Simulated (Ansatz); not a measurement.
All numbers were calculated with Ansatz.

A structure relaxed at PBE0-D4/def2-TZVP, charge 0, multiplicity 1:

Cartesian coordinates in Å:
```
N 1.0590 1.7679 0.2475
Ge -0.2699 0.5509 0.6217
C -0.7490 -0.5114 -0.9995
Si 0.1600 -1.6621 0.1873
H 1.7082 1.8989 1.0106
H 0.7127 2.6745 -0.0377
H -1.4741 1.0529 1.4380
H -0.2142 -0.2188 -1.9004
H -1.8029 -0.6984 -1.1888
H -0.6421 -2.7319 0.8284
H 1.5122 -2.1226 -0.2071
```

Question: Give its formula and SMILES.

Answer: CH7GeNSi, `[NH2][GeH]1[CH2][SiH2]1`.

Question: Summarise the bond lengths by kind.

Answer: 1 × Ge–N 1.840 Å; 2 × H–N 1.010 to 1.012 Å; 1 × C–Ge 1.997 Å; 1 × Ge–Si 2.296 Å; 1 × Ge–H 1.539 Å; 1 × C–Si 1.886 Å; 2 × C–H 1.087 to 1.088 Å; 2 × H–Si 1.482 to 1.483 Å.
